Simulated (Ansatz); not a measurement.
A structure relaxed at PBE0-D4/def2-SVPD in Ansatz, charge -1, doublet:

Cartesian coordinates in Å:
```
W -0.214 -1.437 0.579
W -0.914 -0.254 -1.243
W 0.237 0.641 1.407
W 0.891 1.050 -0.743
```

Question: Give its formula and point group.

Answer: the cluster W₄⁻. Point group D2d (tolerance 0.1 Å).

Question: Summarise the bond lengths by kind (pairs closer than 1.2 times the sum of covalent radii, bridged metal pairs left out).

Answer: 6 × W–W 2.28 to 3.03 Å.

In the def2 sets W takes a core potential; there is no spin–orbit coupling. Another isomer (quartet) lies 0.52 eV lower at PBE0-D4/def2-TZVPD; other spin states weren't run for this one.
